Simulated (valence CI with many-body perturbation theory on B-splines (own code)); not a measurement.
Questions on Ge¹¹⁺

Computed by relativistic CI+MBPT: three valence electrons over a frozen Dirac-Fock core [Ar], radial functions for each j: 7 s, 7 p, 8 d, 6 f, 4 g, 1 h, with the one-electron correlation potential Σ1, the two-electron term Σ2, the three-electron term Σ3, Breit, model QED; selected CI, second order for the rest, scaled by the run's own slope (own B-spline code, finite nucleus).

No measured levels were compared; by estimate terms of the open shell hold to 2 to 4 % of their energy, and close levels can change places. Only levels of the ground parity were solved; by the run's estimate the other parity begins above the list, which can be wrong where configurations are misplaced.

Rates and lifetimes use the calculated energies. Strong lines usually hold to 10 to 20 %, long lifetimes can be off by a factor of two.

Question: What is the ground level?

Answer: 3d3 4F_3/2, composition 99 % 3d3 4F + 1 % 3d3 2D, g = 0.403.

Question: How is the term 4F of the ground level split?

Answer: J = 3/2 at 0.0, J = 5/2 at 2577, J = 7/2 at 5735, J = 9/2 at 9221 cm⁻¹.

Question: What is the ionisation energy?

Answer: 326.36 eV; NIST lists 326 ± 2.5 eV (theoretical).

Question: How well does LS coupling describe the low levels?

Answer: Among the lowest 19 levels the leading LS term, summed over configurations, holds 92 % on average. For single configurations the figures are 91 % in LS and 66 % in jj coupling. Terms mix most in the J = 3/2 level at 46403 cm⁻¹, where the leading one holds 54 %.
